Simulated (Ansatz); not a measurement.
C3H5AlO (`C=[C]1[O][Al]1[CH3]`) at its PBE0-D4/def2-TZVP geometry, where that method's forces vanish. The species carries charge 0 and has multiplicity 1.

| atom | x (Å) | y (Å) | z (Å) |
| --- | --- | --- | --- |
| C1 | -0.721 | -0.407 | -2.550 |
| C2 | -0.271 | -0.118 | -1.341 |
| O3 | 0.760 | 0.802 | -1.015 |
| Al4 | 0.164 | 0.094 | 0.445 |
| C5 | 0.433 | 0.156 | 2.354 |
| H6 | -0.307 | 0.071 | -3.433 |
| H7 | -1.516 | -1.130 | -2.674 |
| H8 | 0.138 | -0.780 | 2.833 |
| H9 | -0.163 | 0.961 | 2.793 |
| H10 | 1.483 | 0.351 | 2.587 |

(1) For each bond, give half the difference of the two atoms' forces along it (eV/Å; positive pushes the atoms apart) under PBE-D4, r2SCAN-D4, B3LYP-D4, ωB97M-V in def2-TZVPP. (An estimate is asked.)

## Answers

(1) Computed: 
```
  bond  length (Å)  PBE-D4  r2SCAN-D4  B3LYP-D4  ωB97M-V
 C1–C2       1.322    0.22       0.11     -0.04    -0.11
 C1–H6       1.086    0.04      -0.07     -0.06    -0.07
 C1–H7       1.082    0.00      -0.06     -0.07    -0.03
 C2–O3       1.419    0.48       0.35      0.36     0.29
C2–Al4       1.850    0.11       0.02      0.10     0.15
O3–Al4       1.729    0.60       0.20      0.11     0.04
Al4–C5       1.929   -0.21      -0.05      0.03    -0.03
 C5–H8       1.092    0.11      -0.01     -0.05    -0.06
 C5–H9       1.094    0.11       0.00     -0.04    -0.05
C5–H10       1.093    0.09      -0.01     -0.04    -0.04
```

B3LYP here is the variant with VWN-RPA as its local correlation; programs differ in this.
